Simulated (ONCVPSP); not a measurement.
Before and after: ONCV potential for osmium

* Element: Os
* Generator: ONCVPSP 4.0.1
* Type: optimised norm-conserving Vanderbilt (ONCV)
* Functional: LDA (Perdew-Zunger)
* Relativity: scalar-relativistic
* Frozen core: [Kr] 4d10 4f14
* Valence charge: 16
* Reference configuration: 5s2 5p6 5d6 (charge +2)
* Partial waves: 5s: rc 1.55 bohr, ncon 4, nbas 8, qcut 9.1 1/bohr, 2 projectors, debl 3.1 Ha; 5p: rc 1.35 bohr, ncon 4, nbas 8, qcut 6.3 1/bohr, 2 projectors, debl 3.9 Ha; 5d: rc 2.15 bohr, ncon 4, nbas 8, qcut 7.8 1/bohr, 1 projector
* Local potential: polynomial inside 1.25 bohr (lpopt 5, dvloc0 6 Ha)
* Core correction: none

In the s channel the program set the typed energies aside and used -4.009, 0.050 Ha.

All-electron outer shells of the reference configuration (LDA (Perdew-Zunger), scalar-relativistic, ld1.x):

| shell | level (eV) | outermost node (bohr) | outermost maximum (bohr) |
| --- | --- | --- | --- |
| 4f | -69.57 | – | 0.40 |
| 5p | -68.33 | 0.55 | 1.03 |
| 5d | -23.23 | 0.60 | 1.34 |

Change: d: qcut 6.7.

Cutoffs: the cutoffs (Ha) at which the residual kinetic energy of the hardest occupied pseudo-wave falls to 1 and 0.1 mHa per electron; they do not see the model core or the augmentation charge, which bear on the density cutoff. Errors are all-electron minus pseudo energies relative to the spin-unpolarised reference configuration.

**Question.** How do hardness, ghosts and transferability respond?

**Answer.** The potential gets neither clearly harder nor softer (64 Ha and 112 Ha → 64 Ha and 112 Ha); of the 4 tests that both files solve, the error grows in 0 and shrinks in 1 by more than 15 % and 0.3 meV (median size 5.6 → 5.1 meV); the range in which the d phases agree widens (upper end 1.1 → at the end of the scan); neither file shows a bound ghost.

```csv
quantity,base,changed
"cutoff, loose",64 Ha,64 Ha
"cutoff, tight",112 Ha,112 Ha
loose cutoff by channel,"s 28 Ha, p 64 Ha, d 17 Ha","s 28 Ha, p 64 Ha, d 16 Ha"
bound ghosts,none,none
GHOST(+) flags under 300 eV,none,none
"error for 5s2 5p6 5d6 6s2, meV [ΔE -27.15 eV]",+12,+12
"error for 5s2 5p6 5d6 6s1, meV [ΔE -17.28 eV]",+6.6,+6.7
"error for 5s2 5p6 5d5, meV [ΔE 29.16 eV]",-4.6,-3.4
"error for 5s2 5p6 5d7, meV [ΔE -17.75 eV]",+3.0,+2.9
s: phases at 1.57 bohr within 0.05 rad from the reference energy up to (Ha; the scan ends near 5),to the end of the scan,to the end of the scan
p: phases at 1.37 bohr within 0.05 rad from the reference energy up to (Ha; the scan ends near 5),4.6,4.6
d: phases at 2.18 bohr within 0.05 rad from the reference energy up to (Ha; the scan ends near 5),1.1,to the end of the scan
```
